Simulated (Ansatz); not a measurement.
Ge3H14Si3 can be A, `[SiH3][SiH2][GeH2][GeH2][GeH2][SiH3]`, or B, `[GeH3][SiH2][SiH2][SiH2][GeH2][GeH3]`.

Gas-phase electronic energies from Ansatz, PBE0-D4/def2-TZVP geometries. CCSD(T)/CBS is the MP2 limit (def2-TZVPP, def2-QZVPP) plus CCSD(T) − MP2 in def2-TZVPP, frozen cores. Functionals use def2-TZVPP. B3LYP here is the variant with VWN-RPA as its local correlation; programs differ in this. For Ge outer-core shells are correlated without core-valence functions, which leaves a few kJ/mol of doubt a bond. Scalar relativity is left out up to krypton. One conformer a species, not always the lowest.

A:

Z-matrix (Å, degrees):
```
Si
Si 1 2.338
H 1 1.488 2 110.2
H 1 1.487 2 109.8 3 119.9
H 1 1.487 2 110.9 3 -120.0
Ge 2 2.383 1 112.4 3 -175.6
H 2 1.490 1 108.4 3 -54.6
H 2 1.490 1 109.7 3 63.0
Ge 6 2.427 2 111.0 1 -81.1
H 6 1.540 2 109.7 1 39.6
H 6 1.541 2 109.9 1 157.7
Ge 9 2.426 6 110.0 2 51.5
H 9 1.541 6 109.7 2 172.1
H 9 1.540 6 109.2 2 -69.7
Si 12 2.379 9 109.3 6 52.2
H 12 1.540 9 108.4 6 -68.4
H 12 1.540 9 110.4 6 173.8
H 15 1.487 12 109.2 9 73.1
H 15 1.487 12 109.6 9 -45.5
H 15 1.486 12 111.7 9 -166.2
```

B:

Z-matrix (Å, degrees):
```
Ge
Si 1 2.381
H 1 1.538 2 110.3
H 1 1.538 2 111.6 3 -120.6
H 1 1.539 2 109.8 3 118.9
Si 2 2.336 1 109.4 3 -50.3
H 2 1.489 1 109.5 3 -172.5
H 2 1.489 1 109.6 3 69.0
Si 6 2.337 2 109.1 1 54.9
H 6 1.490 2 110.4 1 174.7
H 6 1.490 2 109.6 1 -65.9
Ge 9 2.384 6 110.3 2 51.6
H 9 1.489 6 109.7 2 -68.4
H 9 1.490 6 110.2 2 172.7
Ge 12 2.425 9 113.1 6 -84.7
H 12 1.542 9 109.6 6 155.1
H 12 1.541 9 109.7 6 37.5
H 15 1.539 12 109.9 9 -173.5
H 15 1.537 12 111.2 9 66.5
H 15 1.537 12 110.0 9 -53.8
```

Q: Which is lower in electronic energy at CCSD(T)/CBS, and by how much? (Estimate.)

A: Ansatz gave: A, by 28.9 kJ/mol.

Q: Give E(B) − E(A) in kJ/mol with B3LYP-D4, CCSD(T)/def2-TZVPP, LDA (SPW92), CCSD(T)/def2-SVP, PBE-D4, CCSD/def2-TZVPP, PBE0-D4. (Best estimate.)

A: Ansatz gave: B3LYP-D4 28.3, CCSD(T)/def2-TZVPP 28.1, LDA (SPW92) 16.7, CCSD(T)/def2-SVP 23.8, PBE-D4 19.7, CCSD/def2-TZVPP 29.5, PBE0-D4 21.4. None reverses the order clearly.

Largest T1 diagnostic: 0.013.

At CCSD(T), def2-SVP lies −5.1 kJ/mol from the extrapolated value and def2-TZVPP −0.8 kJ/mol. Leaving LDA and LC-ωPBE aside and taking each functional with its dispersion term where it has one, the values, not all of them listed here, spread over 21.9 kJ/mol, from B97M-V to B2PLYP. LDA lies −4.2 kJ/mol from PBE without D4.
